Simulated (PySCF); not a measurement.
Input file for PySCF: R-B3LYP/6-31G* on Si2H6 (SMILES [SiH3][SiH3]) with ghost functions, monomers drawn apart or pushed together.

```python
from pyscf import gto, scf, dft, mp
from pyscf.data.elements import chemcore

mol = gto.M(
    atom='''
    Si    0.46840474   -1.34692318    4.42782645
    Si   -0.18278337    0.80906175    5.08414968
    H     1.71820091   -1.28664393    3.63641236
    H    -0.59936878   -1.98266281    3.62311031
    H     0.70559446   -2.16007762    5.64567236
    H    -1.43314692    0.76691590    5.87915906
    H    -0.43923716    1.67408247    3.89936213
    H     0.87837822    1.46260915    5.88672155
    ghost-Cl   -0.08021070    0.57078754    0.20848289
    ghost-H   -0.29665679    1.26334517    1.27030651
    ''',
    basis='6-31g*',
    cart=True,
    charge=0, spin=0, verbose=3, max_memory=1800)
mf = dft.RKS(mol, xc='b3lyp')
mf.conv_tol = 1e-8
mf.max_cycle = 100
mf.kernel()
if not mf.converged:
    mf = mf.newton().run(mf.mo_coeff, mf.mo_occ)
```

Program output:

```
converged SCF energy = -582.582619718292
```

Self-consistency was reached.

Cost: around 4 core-seconds (rough).
